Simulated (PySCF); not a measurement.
Species: SiBr2Cl2.
Geometry (PBE0-D3(BJ)/def2-SVP, Å), atoms numbered from 1 in this order:
```
atom  x, y, z in Å
Si1   -0.010   -0.021   -0.028
Br2   -0.034   -0.056    2.168
Br3    2.061   -0.037   -0.755
Cl4   -0.950    1.662   -0.698
Cl5   -0.992   -1.659   -0.750
```

The calculation used TDDFT PBE0/def2-SVPD, vertical, gas phase, core orbitals frozen in the response in PySCF 2.14.0, density-fitted response routines. Relativistic effects, spin–orbit coupling among them, are left out although an element past zinc is present.

Transition dipole moments from the ground state, in atomic units and in the frame of the coordinates above (overall signs are arbitrary), for the states with f of 0.002 or more among the lowest 6:

```csv
state,E (eV),μx,μy,μz
S1,5.985,-0.128,-0.001,0.176
S3,6.318,0.004,0.240,0.004
S4,6.790,-0.328,0.008,-0.230
S5,7.183,0.004,0.385,0.005
S6,7.277,-0.336,-0.003,0.475
```

(1) What oscillator strength does each state have?

(2) The point group is C2v. Which irreducible representation does each state belong to?

(3) Which bond between heavy atoms lies closest to the direction of the S6 transition dipole?

(4) What angle do the transition dipoles of S5 and S6 make?

(5) How is the summed strength of these states shared among x, y and z?

(6) What peak molar absorption coefficient would the strongest computed level give as a lone Gaussian band 0.4 eV wide at half height?

Answers

(1) f = (2/3) ΔE |μ|² with ΔE in hartree (27.2114 eV).

```
state  |μ|² (au)  |μ| (D)      f
   S1      0.047     0.55  0.007
   S3      0.058     0.61  0.009
   S4      0.161     1.02  0.027
   S5      0.148     0.98  0.026
   S6      0.338     1.48  0.060
```

(2) The ground state is totally symmetric, so the direction of μ fixes the label. Polarised along the twofold axis, so A1: S4. Polarised across the twofold axis, so B1 or B2: S1, S3, S5 and S6. Which of B1 and B2 hangs on the choice of axes; S1 and S6 take one label and S3 and S5 the other.

(3) Si1–Br2 and Si1–Br3, at 35° from it; next Si1–Cl5 and Si1–Cl4 at 90°.

(4) |cos θ| = |μa·μb| / (|μa| |μb|) = 0.00, so θ ≈ 90° (taken between 0 and 90°, since the signs are arbitrary).

(5) (2/3) Σ ΔE μα² gives 0.040 for x, 0.035 for y and 0.054 for z, 0.129 in all.

(6) ε(max) = 2.175×10⁸ f / FWHM, with the width in cm⁻¹. S6: 2.175×10⁸ × 0.0603 / 3226 ≈ 4100 L mol⁻¹ cm⁻¹.
